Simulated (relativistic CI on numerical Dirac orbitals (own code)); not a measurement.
**Level scheme of Ga XXII**

Method of calculation: Dirac-Coulomb-Breit CI, KLI orbitals optimised for each configuration, QED by a radiative potential, unscaled Slater integrals (own radial code, finite nucleus).

Configuration list (outside the closed core 1s2): 2s2 2p6, 2s2 2p5 3s, 2s2 2p5 3p, 2s2 2p5 3d, 2s 2p6 3s, 2s 2p6 3p, 2s 2p6 3d, 2s2 2p5 4s, 2s2 2p5 4p, 2s2 2p5 4d, 2s2 2p5 4f, 2s 2p6 4s, 2s2 2p4 3s2, 2s 2p6 4p, 2s2 2p5 5s, 2s2 2p5 5p, 2s 2p6 4d, 2s2 2p5 5d, 2s2 2p5 5f, 2s2 2p5 5g, 2s 2p6 4f, 2s2 2p4 3s 3p, 2s2 2p4 3p2, 2s2 2p4 3s 3d, 2s2 2p4 3p 3d, 2s 2p5 3s2, 2s 2p5 3s 3p, 2s2 2p4 3d2, 2s 2p6 5s, 2s 2p6 5p, 2s 2p6 5d, 2s 2p6 5f, 2s 2p6 5g, 2s 2p5 3p2, 2s 2p5 3s 3d, 2s 2p5 3p 3d. Levels of other configurations are missing.

```
No.  Configuration  Term  J  E (10³ cm⁻¹)    %  Next component (%)       jj configuration (%)
  1        2s2 2p6    1S  0           0.0  100                                   closed (100)
  2     2s2 2p5 3s   3P°  2        9200.6  100                               2p3/2^3 3s (100)
  3     2s2 2p5 3s   1P°  1        9221.3   60              40 3P°            2p3/2^3 3s (99)
  4     2s2 2p5 3s   3P°  0        9427.5  100                         2p1/2 2p3/2^4 3s (100)
  5     2s2 2p5 3s   3P°  1        9439.0   60              40 1P°      2p1/2 2p3/2^4 3s (99)
  6     2s2 2p5 3p    3S  1        9528.1   68               29 3P         2p3/2^3 3p1/2 (79)
  7     2s2 2p5 3p    3D  2        9555.7   55               32 1D        2p3/2^3 3p1/2 (100)
  8     2s2 2p5 3p    3D  3        9596.4  100                            2p3/2^3 3p3/2 (100)
  9     2s2 2p5 3p    1P  1        9603.2   57               19 3D         2p3/2^3 3p3/2 (79)
 10     2s2 2p5 3p    3P  2        9627.6   68               32 1D        2p3/2^3 3p3/2 (100)
 11     2s2 2p5 3p    3P  0        9710.5   85               15 1S         2p3/2^3 3p3/2 (71)
 12     2s2 2p5 3p    3D  1        9775.3   70               29 1P   2p1/2 2p3/2^4 3p1/2 (99)
 13     2s2 2p5 3p    3P  1        9831.5   59               18 3S   2p1/2 2p3/2^4 3p3/2 (98)
 14     2s2 2p5 3p    3D  2        9838.1   45               36 1D  2p1/2 2p3/2^4 3p3/2 (100)
 15     2s2 2p5 3p    1S  0        9943.6   85               15 3P   2p1/2 2p3/2^4 3p1/2 (71)
 16     2s2 2p5 3d   3P°  0       10021.0  100                            2p3/2^3 3d3/2 (100)
 17     2s2 2p5 3d   3P°  1       10034.0   88              11 3D°         2p3/2^3 3d3/2 (78)
 18     2s2 2p5 3d   3F°  4       10056.4  100                            2p3/2^3 3d5/2 (100)
 19     2s2 2p5 3d   3P°  2       10058.2   63              28 3D°         2p3/2^3 3d5/2 (70)
 20     2s2 2p5 3d   3F°  3       10061.0   61              32 1F°         2p3/2^3 3d3/2 (99)
 21     2s2 2p5 3d   1D°  2       10081.8   48              29 3F°         2p3/2^3 3d3/2 (72)
 22     2s2 2p5 3d   3D°  3       10096.6   66              32 1F°        2p3/2^3 3d5/2 (100)
 23     2s2 2p5 3d   3D°  1       10161.3   61              33 1P°         2p3/2^3 3d5/2 (68)
 24     2s2 2p5 3d   3F°  2       10285.7   68              25 1D°   2p1/2 2p3/2^4 3d3/2 (99)
 25     2s2 2p5 3d   3D°  2       10297.8   45              34 3P°   2p1/2 2p3/2^4 3d5/2 (97)
 26     2s2 2p5 3d   3F°  3       10306.1   37              36 1F°   2p1/2 2p3/2^4 3d5/2 (99)
 27     2s2 2p5 3d   1P°  1       10374.2   66              28 3D°   2p1/2 2p3/2^4 3d3/2 (88)
 28      2s 2p6 3s    3S  1       10670.1   99     1 2s2 2p5 3p 3S                 2s 3s (99)
 29      2s 2p6 3s    1S  0       10738.7  100                                    2s 3s (100)
 30      2s 2p6 3p   3P°  0       11016.5   99                                  2s 3p1/2 (99)
 31      2s 2p6 3p   3P°  1       11022.5   82              17 1P°              2s 3p1/2 (96)
 32      2s 2p6 3p   3P°  2       11069.8   99                                  2s 3p3/2 (99)
 33      2s 2p6 3p   1P°  1       11088.8   82              17 3P°              2s 3p3/2 (96)
 34      2s 2p6 3d    3D  1       11507.2  100                                 2s 3d3/2 (100)
 35      2s 2p6 3d    3D  2       11510.2   99                1 1D              2s 3d3/2 (68)
 36      2s 2p6 3d    3D  3       11516.4  100                                 2s 3d5/2 (100)
 37      2s 2p6 3d    1D  2       11569.2   99                1 3D              2s 3d5/2 (68)
 38     2s2 2p5 4s   3P°  2       12441.7  100                               2p3/2^3 4s (100)
 39     2s2 2p5 4s   1P°  1       12448.8   64              35 3P°           2p3/2^3 4s (100)
 40     2s2 2p5 4p    3S  1       12577.9   58               38 3P         2p3/2^3 4p1/2 (86)
 41     2s2 2p5 4p    3D  2       12585.2   52               33 1D        2p3/2^3 4p1/2 (100)
 42     2s2 2p5 4p    3D  3       12601.8  100                            2p3/2^3 4p3/2 (100)
 43     2s2 2p5 4p    1P  1       12604.7   63               15 3D         2p3/2^3 4p3/2 (86)
 44     2s2 2p5 4p    3P  2       12612.9   68               32 1D        2p3/2^3 4p3/2 (100)
 45     2s2 2p5 4p    3P  0       12658.3   53               47 1S         2p3/2^3 4p3/2 (96)
 46     2s2 2p5 4s   3P°  0       12669.4  100                         2p1/2 2p3/2^4 4s (100)
 47     2s2 2p5 4s   3P°  1       12672.7   64              35 1P°     2p1/2 2p3/2^4 4s (100)
 48     2s2 2p5 4d   3P°  0       12760.0  100                            2p3/2^3 4d3/2 (100)
 49     2s2 2p5 4d   3P°  1       12765.4   82              17 3D°         2p3/2^3 4d3/2 (83)
 50     2s2 2p5 4d   3F°  4       12772.7  100                            2p3/2^3 4d5/2 (100)
 51     2s2 2p5 4d   3F°  3       12774.0   57              35 1F°        2p3/2^3 4d3/2 (100)
 52     2s2 2p5 4d   3P°  2       12774.6   52              40 3D°         2p3/2^3 4d5/2 (64)
 53     2s2 2p5 4d   1D°  2       12781.6   56              23 3F°         2p3/2^3 4d3/2 (64)
 54     2s2 2p5 4d   3D°  3       12787.3   68              31 1F°        2p3/2^3 4d5/2 (100)
 55     2s2 2p5 4p    3D  1       12809.7   73               24 1P  2p1/2 2p3/2^4 4p1/2 (100)
 56     2s2 2p5 4d   1P°  1       12818.4   53              40 3D°         2p3/2^3 4d5/2 (81)
 57     2s2 2p5 4p    3P  1       12831.8   54               25 3S  2p1/2 2p3/2^4 4p3/2 (100)
 58     2s2 2p5 4p    3D  2       12834.5   48               34 1D  2p1/2 2p3/2^4 4p3/2 (100)
 59     2s2 2p5 4p    1S  0       12853.2   52               47 3P   2p1/2 2p3/2^4 4p1/2 (96)
 60     2s2 2p5 4f    3D  1       12859.5  100                            2p3/2^3 4f5/2 (100)
 61     2s2 2p5 4f    1G  4       12860.8   50               49 3G         2p3/2^3 4f5/2 (98)
 62     2s2 2p5 4f    3G  5       12861.8  100                            2p3/2^3 4f7/2 (100)
 63     2s2 2p5 4f    3D  2       12861.8   77               15 1D         2p3/2^3 4f7/2 (61)
 64     2s2 2p5 4f    3F  3       12866.3   55               38 3D         2p3/2^3 4f7/2 (54)
 65     2s2 2p5 4f    1D  2       12866.8   52               47 3F         2p3/2^3 4f5/2 (61)
 66     2s2 2p5 4f    1F  3       12867.5   63               21 3G         2p3/2^3 4f5/2 (54)
 67     2s2 2p5 4f    3F  4       12869.0   73               17 1G         2p3/2^3 4f7/2 (98)
 68     2s2 2p5 4d   3F°  2       12999.9   73              22 1D°  2p1/2 2p3/2^4 4d3/2 (100)
 69     2s2 2p5 4d   3P°  2       13004.7   43              39 3D°  2p1/2 2p3/2^4 4d5/2 (100)
 70     2s2 2p5 4d   3F°  3       13008.4   42              35 1F°  2p1/2 2p3/2^4 4d5/2 (100)
```

Energies count from the lowest computed level; ° marks odd parity. Filled j subshells are mostly left out of the jj labels.

The mean weight of the leading LS term, summed over parents, in these 70 levels is 73 %, and that of the leading jj configuration (from the same eigenvectors) 91 %, so jj coupling describes them better and the LS labels are nominal.

At this charge energies of transitions that change n are usually good to better than 1 %, and those within a shell (Δn = 0) to a few per cent.

LS names give the leading component of a level, which can be under half, so a name can repeat, a term be missing and a line seem to break the LS rules.
